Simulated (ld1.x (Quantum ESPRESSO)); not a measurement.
Configuration tests for Cr (TM semilocal)

```
Element                 : Cr
Generator               : ld1.x (Quantum ESPRESSO) 7.5
Type                    : norm-conserving Troullier–Martins (semilocal form)
Functional              : PBE
Relativity              : scalar-relativistic
Frozen core             : [Ne] 3s2
Valence charge          : 12
Reference configuration : 3p6 3d4 4s0 4p0 (charge +2)
Partial waves           : 4s (bound, empty): rc 2.20 bohr; 3d (bound): rc 1.15 bohr; 3p (bound): rc 1.20 bohr
Local potential         : the p channel
Core correction         : none
```

Energies are relative to the spin-unpolarised reference configuration 3p6 3d4 4s0 4p0; without spin polarisation the order of configurations can differ from experiment. Not all tests gave a result: 1 of 7 tests not solved or not reliable. Left out of the table: 3p6 3d4 4s1 4p0 (pseudo-atom not self-consistent, printed error +6.7 meV).

| valence configuration | charge | ΔE all-electron (eV) | error AE − PS (meV) |
| --- | --- | --- | --- |
| 3p6 3d3 4s0 4p0 | +3 | 30.749 | -16 |
| 3p6 3d4 4s2 4p0 | 0 | -23.053 | +14 |
| 3p6 3d4 4s1 4p1 | 0 | -19.447 | +31 |
| 3p6 3d6 4s0 4p0 | 0 | -21.222 | +8.4 |

Problem. What are ΔE and the potential's error for 3p6 3d5 4s0 4p0?

Solution. ΔE = -16.053 eV all-electron; the error (AE − PS) is -1.1 meV.

Problem. What are ΔE and the potential's error for 3p6 3d5 4s1 4p0?

Solution. ΔE = -22.953 eV all-electron; the error (AE − PS) is +53 meV.

Levels in the configuration 3p6 3d4 4s2 4p0:

```csv
level,all-electron (eV),pseudo (eV)
3p,-49.269,-49.454
3d,-5.995,-6.121
4s,-4.912,-4.916
```

ld1.x printed “convergence not achieved” for 3 of the counted tests; their residual had stalled under 1e-8, short of the target of 1e-14.
